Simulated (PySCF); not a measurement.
**How the method moves the HOMO and LUMO of `CO[Si@@H](C)O`**

Compound: C₂H₈O₂Si.
Geometry (PBE0-D3(BJ)/def2-SVP, Å), atoms numbered from 1 in this order:
```
atom  x, y, z in Å
C1     1.3590   -0.9724    0.3369
O2     0.7123    0.1743    0.8031
Si3   -0.3574    1.0902   -0.0860
C4    -2.0236    0.2862   -0.2372
O5    -0.5830    2.5124    0.7300
H6     0.6645   -1.8259    0.2229
H7     2.1337   -1.2689    1.0612
H8     1.8545   -0.8086   -0.6392
H9     0.2680    1.3136   -1.4310
H10   -1.9543   -0.6752   -0.7698
H11   -2.7226    0.9318   -0.7906
H12   -2.4458    0.0979    0.7619
H13    0.2116    2.9932    0.9786
```

Basis pcSseg-2 throughout (PySCF), one geometry. Isolated species at its PBE0-D3(BJ)/def2-SVP geometry (one conformer only).

Problem. How do the orbital energies, the gap and the dipole change with the method?

Solution. 
```tsv
method	kind	HOMO (eV)	LUMO (eV)	gap (eV)	μ (D)	SCF cycles
BLYP	GGA	-6.38	-0.25	6.13	1.31	15
OPBE	GGA	-6.40	-0.06	6.34	1.18	16
PBE	GGA	-6.45	-0.24	6.22	1.26	16
B97-D	GGA	-6.49	-0.08	6.41	1.28	15
BP86	GGA	-6.56	-0.15	6.41	1.28	15
LDA	LDA	-6.57	-0.37	6.20	1.35	15
KT2	GGA	-6.58	-0.30	6.28	1.26	16
KT3	GGA	-6.61	-0.40	6.21	1.23	16
B97-2	global hybrid	-7.69	0.61	8.30	1.37	13
B3LYP	global hybrid	-7.74	0.24	7.99	1.41	13
PBE0	global hybrid	-7.95	0.58	8.53	1.39	13
mPW1PW91	global hybrid	-7.99	0.57	8.56	1.39	13
CAM-B3LYP	range-separated hybrid	-9.40	1.25	10.65	1.50	12
BHandHLYP	global hybrid	-9.41	1.09	10.50	1.54	12
wB97X-D	range-separated hybrid	-9.86	2.29	12.15	1.44	13
LC-wPBE	range-separated hybrid	-10.72	2.40	13.12	1.51	13
HF	Hartree–Fock	-11.63	2.67	14.30	1.64	10
```

The HOMO spans 5.25 eV, from BLYP down to HF, and the gap runs from 6.13 eV (BLYP) to 14.30 eV (HF). Over the methods BLYP (0 %), OPBE (0 %), PBE (0 %), B97-D (0 %), BP86 (0 %), LDA (0 %), KT2 (0 %), KT3 (0 %), B97-2 (21 %), B3LYP (20 %), PBE0 (25 %), mPW1PW91 (25 %), BHandHLYP (50 %), HF (100 %), a straight line through the gap against the share of exact exchange rises by 0.81 eV for each 10 % (correlation coefficient 0.998). The dipole ranges from 1.18 D (OPBE) to 1.64 D (HF). This basis has no diffuse functions.
